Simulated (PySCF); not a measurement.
An equivalent PySCF input for Cl (chlorine, neutral), [Ne] 3s2 3p5, 2P determinant, with no relativity, point nucleus:

```python
from pyscf import gto, scf, dft, mp, cc
import basis_set_exchange as bse
mol = gto.M(atom="Cl 0 0 0", charge=0, spin=1, symmetry="D2h",
            basis=gto.basis.parse(bse.get_basis("cc-pV(T+d)Z", elements=["Cl"], fmt="nwchem", header=False)))
mf = scf.UHF(mol)
mf.irrep_nelec = {'Ag': (3, 3), 'B1u': (2, 2), 'B2u': (2, 2), 'B3u': (2, 1)}
mf.kernel()
```

It reaches the same state as the run whose output follows, and the same energy. The run itself started from symmetry-adapted Hartree-Fock orbitals and held the occupation by maximum overlap, so the iterations belong to that start.

```
SCF conv_tol = 1e-09
number electrons alpha = 9  beta = 8
cycle= 1 E= -459.484688404032  delta_E= -0.00571  |g|= 0.0326  |ddm|= 0.0553
cycle= 2 E= -459.485422845485  delta_E= -0.000734  |g|= 0.0126  |ddm|= 0.0243
cycle= 3 E= -459.485557255276  delta_E= -0.000134  |g|= 0.00101  |ddm|= 0.0202
cycle= 4 E= -459.485558599032  delta_E= -1.34e-06  |g|= 0.000314  |ddm|= 0.00435
cycle= 5 E= -459.485558736183  delta_E= -1.37e-07  |g|= 8.72e-05  |ddm|= 0.00151
cycle= 6 E= -459.485558745666  delta_E= -9.48e-09  |g|= 2.36e-05  |ddm|= 0.000409
cycle= 7 E= -459.485558746399  delta_E= -7.34e-10  |g|= 2.1e-06  |ddm|= 0.000126
converged SCF energy = -459.485558746399  <S^2> = 0.75975957  2S+1 = 2.0097359
```
